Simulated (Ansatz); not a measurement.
Molecule: HgCl, net charge 0, doublet state. The spin state was set by rule; other spins were not relaxed. 
Structure (B3LYP-D3(BJ)/def2-TZVP (Ansatz, an electronic-structure program) minimum search):
```
Hg
Cl 1 2.4583
```
Charge 0, spin multiplicity 2.

Basis-set convergence of Hartree-Fock and CCSD correlation energies (hartree) with Ansatz. Correlated levels leave the core frozen unless marked. UHF or UKS for open shells. No spin-orbit coupling. Frozen are the shells of the preceding noble gas and the d and f shells that filled before the atom's block. Past Kr the def2 sets carry scalar-relativistic core potentials.

| basis | functions | E(HF) | E(corr, CCSD) |
|---|---|---|---|
| def2-SVPD | 62 | -611.89976 | -0.42624 |
| def2-TZVPPD | 113 | -612.05516 | -0.58774 |
| def2-QZVPPD | 167 | -612.06814 | -0.62477 |

Extrapolating the two largest sets (X = 3 and 4) as X^-3: E(corr) = (64·(-0.62477) - 27·(-0.58774))/37 = -0.6518 Eh, an estimate of the basis-set limit. The largest set recovers 95.9 % of it, the smallest 65.4 %.
